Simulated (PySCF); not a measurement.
How do the members of this family differ from one of them?

PySCF, CAM-B3LYP/def2-SVPD, density fitting, gas phase; each molecule at its own PBE0-D3(BJ)/def2-SVP geometry, one conformer. Singlet excitations by full TDDFT with frozen cores, triplets by Tamm–Dancoff TDDFT and ionisation energies by ΔSCF, from the lowest of the holes tried. 

Torsions of the conformers computed, which needn't be the lowest (atom-mapped SMILES):
- `[CH2:1]=[CH:2][C:3]1=[CH:4][CH:5]=[CH:6][BH:7][CH:8]=[CH:9]1`: C1–C2–C3–C4 -175°
- `[GeH3:1][O:2][C:3]1=[CH:4][CH:5]=[CH:6][BH:7][CH:8]=[CH:9]1`: Ge1–O2–C3–C4 4°
- `[SiH3:1][CH2:2][C:3]1=[CH:4][CH:5]=[CH:6][BH:7][CH:8]=[CH:9]1`: Si1–C2–C3–C4 95°
- `[CH3:1][O:2][C:3]1=[CH:4][CH:5]=[CH:6][BH:7][CH:8]=[CH:9]1`: C1–O2–C3–C4 0°
- `[CH2:1]=[CH:2][CH2:3][C:4]1=[CH:5][CH:6]=[CH:7][BH:8][CH:9]=[CH:10]1`: C1–C2–C3–C4 -121°, C2–C3–C4–C5 -115°
- `[F:1][CH:2]([F:3])[C:4]1=[CH:5][CH:6]=[CH:7][BH:8][CH:9]=[CH:10]1`: F1–C2–C4–C5 -53°
- `[Cl:1][B:2]([Cl:3])[C:4]1=[CH:5][CH:6]=[CH:7][BH:8][CH:9]=[CH:10]1`: Cl1–B2–C4–C5 180°

Reference: `C=CC1=CC=CBC=C1`, with HOMO energy -7.86 eV, LUMO energy -1.26 eV, lowest singlet excitation 4.24 eV, lowest triplet excitation 2.45 eV, mean polarisability 120.8 au, dipole moment 2.29 D and vertical ionisation energy 8.43 eV.

Changes against it:

```json
{"molecule": "C=CCC1=CC=CBC=C1", "Δ HOMO energy (eV)": "-0.27", "Δ LUMO energy (eV)": "+0.34", "Δ lowest singlet excitation (eV)": "+0.35", "Δ lowest triplet excitation (eV)": "+0.33", "Δ mean polarisability (au)": "+6.5", "Δ dipole moment (D)": "+0.20", "Δ vertical ionisation energy (eV)": "+0.24"}
{"molecule": "FC(F)C1=CC=CBC=C1", "Δ HOMO energy (eV)": "-0.74", "Δ LUMO energy (eV)": "-0.24", "Δ lowest singlet excitation (eV)": "+0.31", "Δ lowest triplet excitation (eV)": "+0.18", "Δ mean polarisability (au)": "-19.2", "Δ dipole moment (D)": "-1.86", "Δ vertical ionisation energy (eV)": "+0.80"}
{"molecule": "ClB(Cl)C1=CC=CBC=C1", "Δ HOMO energy (eV)": "-0.81", "Δ LUMO energy (eV)": "-0.77", "Δ lowest singlet excitation (eV)": "-0.08", "Δ lowest triplet excitation (eV)": "+0.08", "Δ mean polarisability (au)": "+11.6", "Δ dipole moment (D)": "-1.13", "Δ vertical ionisation energy (eV)": "+0.78"}
{"molecule": "BrC1=CC=CBC=C1", "Δ HOMO energy (eV)": "-0.43", "Δ LUMO energy (eV)": "-0.09", "Δ lowest singlet excitation (eV)": "+0.17", "Δ lowest triplet excitation (eV)": "+0.19", "Δ mean polarisability (au)": "-8.8", "Δ dipole moment (D)": "-1.36", "Δ vertical ionisation energy (eV)": "+0.48"}
```

Rows whose labels were lost:

| row | Δ HOMO energy (eV) | Δ LUMO energy (eV) | Δ lowest singlet excitation (eV) | Δ lowest triplet excitation (eV) | Δ mean polarisability (au) | Δ dipole moment (D) | Δ vertical ionisation energy (eV) |
| --- | --- | --- | --- | --- | --- | --- | --- |
| P | -0.10 | +0.32 | +0.21 | +0.23 | +10.3 | +0.31 | +0.07 |
| Q | +0.19 | +0.60 | +0.10 | +0.28 | +4.9 | +1.78 | -0.22 |
| R | +0.11 | +0.60 | +0.14 | +0.36 | -12.9 | +1.29 | -0.09 |

Q: Which row belongs to which of `[GeH3][O]C1=CC=CBC=C1`, `[SiH3]CC1=CC=CBC=C1` and `COC1=CC=CBC=C1`?

A: P = `[SiH3]CC1=CC=CBC=C1`, Q = `[GeH3][O]C1=CC=CBC=C1` and R = `COC1=CC=CBC=C1`. P and Q are told apart most clearly by the dipole moment (+0.31 against +1.78 D); P and R are told apart most clearly by the mean polarisability (+10.3 against -12.9 au); Q and R are told apart most clearly by the mean polarisability (+4.9 against -12.9 au).
